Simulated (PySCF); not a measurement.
## Relaxation of quartet TcSF₂

Level of theory: UB3LYP in PySCF with Tc def2-SVP with ECP28, S def2-SVP, F def2-SVP; scalar-relativistic core potentials, no spin–orbit coupling; density-fitted integrals. A (50,194) grid was used.

A hand-made trigonal planar start, of C2v symmetry, held to at least that symmetry:

```xyz
4
charge 0 multiplicity 4, angstrom
Tc    0.0946    0.1638    0.0000
S    -0.9755   -1.6895    0.0000
F     2.0146    0.1638    0.0000
F    -0.8654    1.8266    0.0000
```

Task: What forces act on the atoms at the start (eV/Å)?

Result: 
| atom | Fx | Fy | Fz |
| --- | --- | --- | --- |
| Tc1 | 0.59 | 1.04 | 0.00 |
| S2 | 0.56 | 0.96 | 0.00 |
| F3 | -1.68 | -0.37 | 0.00 |
| F4 | 0.53 | -1.63 | 0.00 |

Task: What does it relax to?

Result: It ends at C2v with Tc–F 1.853 Å (×2), Tc–S 2.096 Å; F–Tc–F 134.8°, F–Tc–S 112.6° (×2) (after a last refinement on a finer grid). The frequency run here used a shortcut that can spoil soft modes, so no verdict on minimum or saddle point is given. Other isomers or separated fragments may lie lower.

Task: How much energy is released, and in how many steps?

Result: 23.7 kJ/mol in 4 steps.

With open d or f shells other occupations or spin states may lie lower.

The relaxation took roughly 70 core-seconds on a shared host.
